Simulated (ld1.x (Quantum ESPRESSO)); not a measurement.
**magnesium, TM: configuration errors across variants**

ld1.x (Quantum ESPRESSO) 7.5 input, shortened:

```
&input
   title='Mg', zed=12., rel=0, dft='PZ', iswitch=3,
   config='[Ne] 3s1.75 3p0.25'
 /
 &inputp
   pseudotype=2, tm=.true., lloc=0,
   nlcc=.false.
 /
2
3P  2  1   0.25   0.00  3.15  3.15  0.0
3S  1  0   1.75   0.00  2.55  2.55  0.0
 &test
   configts(1)='3s1.75 3p0.25'
 /
```

All-electron excitation energies from the reference (eV): (1) 3s2 3p0 -0.855; (2) 3s1 3p0 7.206; (3) 3s1.5 3p0 2.332; (4) 3s1 3p1 2.652; (5) 3s0 3p1 11.574; (6) 3s0 3p2 6.379; (7) 3s1.75 3p0.25 spin -0.035; (8) 3s1 3p0 spin 6.886.

Spin tests fill each open shell by Hund’s rule, majority spin first.

3 further variants failed, have other tests or another functional or relativity, and are left out.

Errors AE − PS in meV (a dash: test not solved or not reliable):

```csv
change,(1),(2),(3),(4),(5),(6),(7),(8),bound ghosts
base,+0.6,+21,+1.8,+7.3,+102,+51,+3.4,+108,none
wave 3s (bound): rc 2.55 bohr becomes 3s (bound): rc 2.98 bohr,+0.5,+21,+2.2,+5.8,+90,+44,+3.4,+108,none
core correction a·sin(br)/r model core inside 2.70 bohr,+0.5,+17,+1.4,+6.0,+83,+42,+2.9,+80,none
```

Task: Give the same row for: wave 3p (bound): rc 3.15 bohr becomes 3p (bound): rc 1.92 bohr.

Result: +0.7, +21, +1.7, +8.6, +124, +63, +3.4, +108; bound ghosts: none.
